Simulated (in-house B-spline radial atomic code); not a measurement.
A calculation on In²⁰⁺: its settings, and results tabulated from the run. Level of theory: non-relativistic Hartree-Fock, average of configuration, point nucleus; calculated with an all-electron radial atomic-structure program (B-spline basis).

Command:
```bash
python run_scf.py task.json out
```
Settings:
```
Z                49
configuration    [Ar] 3d10 4s1
hamiltonian      nr
method           hf
spin_polarised   False
```

Output (hartree, bohr):
```
 radial grid: 44 intervals, B-splines of order 8, outer radius 5.0242 bohr

 iter        energy (Eh)    residual
    1       -5509.752729    3.41e+00
    2       -5568.824323    1.09e+00
    3       -5572.973192    4.13e-01
    4       -5573.568612    1.56e-01
    5       -5573.656717    3.69e-02
    6       -5573.663527    4.78e-04
    7       -5573.663528    1.22e-05
    8       -5573.663528    6.95e-07
    9       -5573.663528    1.24e-08

 total energy                     -5573.66353
 kinetic                            5573.6635
 electron-nucleus                 -12621.4956
 electron-electron                  1474.1685

 orbital      occ     eigenvalue          <r>       <r^2>       <1/r>       r_max
 1s         2.000     -1018.9304    0.0310449  0.00128933     48.4794     0.02056
 2s         2.000      -170.0293     0.133914   0.0210683     11.1039      0.1137
 2p         6.000      -159.8877     0.114499   0.0159453     11.0746     0.08924
 3s         2.000       -49.1567     0.354891    0.143458     4.05176      0.3246
 3p         6.000       -44.9304     0.345945    0.138252     3.96674      0.3115
 3d        10.000       -37.3132      0.31569    0.117306      3.8224      0.2554
 4s         1.000       -21.2212     0.756136    0.638984      1.8394      0.7313
```

